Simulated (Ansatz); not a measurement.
A run for Ansatz (a first-principles code): U-CCSD(T)/cc-pV(Q+d)Z on NP (SMILES N#P), 2S+1 = 1, a spin state set in the input, which need not be the lowest. Files ending in .json are basis or fitting sets from the Basis Set Exchange.

Ansatz 0.2 input:
```yaml
crystal:
  periodic: [false, false, false]
  atoms:
    - {symbol: N, position_ang: [-0.00000000, -0.00000000, -1.01096883]}
    - {symbol: P, position_ang: [0.00000000, 0.00000000, 0.47178545]}
basis:
  gaussian:
    orbitals: cc-pV_Q+d_Z.json
correlation: {method: ccsd_t, electrons: outside_noble_gas}
scf: {omitted_lower_state_checks: [cluster_reference]}
magnetization: {spin_polarized: true, initial_magnetization: 0}
```

The head of its log:

```
WARN ansatz: RAYON_NUM_THREADS=1 ignored (pool sized by the plan → 1); use --threads N
Functional definition: HF
these checks for a lower state are left out or cut short: cluster_reference
integrals: 0.29 GiB planned
740 factors; integrals over basis functions are off by at most 8.8e-4 eV
mean field: 0.26 GiB planned
mean field evaluation 1: about -10749.9566 eV, gradient 2.8e1 eV
mean field evaluation 2: about -10749.9577 eV, gradient 2.8e1 eV
mean field evaluation 4: about -10753.5589 eV, gradient 1.8e0 eV
mean field evaluation 8: about -10753.5964 eV, gradient 7.2e-4 eV
mean field evaluation 16: about -10753.5949 eV, gradient 5.8e-1 eV
mean field evaluation 32: about -10753.5999 eV, gradient 2.4e-2 eV
mean field evaluation 64: about -10746.7816 eV, gradient 1.0e1 eV
mean field evaluation 96: about -10750.6321 eV, gradient 2.2e0 eV
mean field evaluation 128: about -10753.7784 eV, gradient 2.4e0 eV
mean field -10753.87522889 eV, -395.1976254234 hartree, gradient 1.7e-6 eV, S^2 0.695862; 10 other end points of the search recorded, 0 dependent functions left out
6 core orbitals not correlated
reference -10753.87522889 eV, -395.1976254234 hartree; 5, 5 occupied and 108, 108 virtual orbitals, 740 factors
```

Q: Give the final energy of this run.

A: -395.5743 hartree (reference determinant -395.1976, T1 diagnostic 0.102). Its determinant has ⟨S²⟩ = 0.70, a mixture of spin states.
